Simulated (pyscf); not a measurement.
`[PH][GaH2]` [doublet] → `[PH2][GaH]` [doublet], a hydrogen shift (doublet surface; Ga–H broken, H–P formed). Structures and frequencies: ωB97X-D3(BJ)/def2-SVP in PySCF. Correlated levels are frozen-core, on RHF or UHF. ΔMP2 is the change of the MP2 total energy from the triple- to the quadruple-zeta basis. Energies in kcal/mol from the reactant's lowest minimum found.

Small-basis levels: PySCF, no dispersion term, spherical d functions. AM1 to PM7: differences of heats of formation from MOPAC. GFN2-xTB: tblite. Open shells are spin-unrestricted. 

| level | barrier | reaction energy |
|---|---|---|
| HF/6-31G*+LANL2DZ | 45.6 | -2.0 |
| SVWN5/6-31G*+LANL2DZ | 18.3 | -11.1 |
| BP86/6-31G*+LANL2DZ | 23.4 | -6.9 |
| B3LYP/STO-3G | 44.1 | +8.4 |
| M06-2X/6-31G*+LANL2DZ | 30.6 | -3.7 |
| GFN2-xTB | 26.7 | -4.6 |
| PM7 | 53.5 | 0.0 |
| CCSD(T)/def2-TZVPP + ΔMP2(QZVPP) | 26.0 | -3.5 |

Against the last row the barrier runs from -7.7 (SVWN5/6-31G*+LANL2DZ) to +27.5 kcal/mol (PM7). CCSD(T)/def2-TZVPP + ΔMP2(QZVPP) has limits of its own. This is the saddle that the search found; another between the same sides may lie lower. The CCSD(T) − MP2 part came from Ansatz, without density fitting, on the same reference. The frozen core leaves the outer d or s,p core shells of the metals and heavy elements correlated in the MP2 and CC values, and def2-TZVPP describes them poorly, which can shift differences by a few kcal/mol. In the def2 sets elements up to Kr have no core potential.
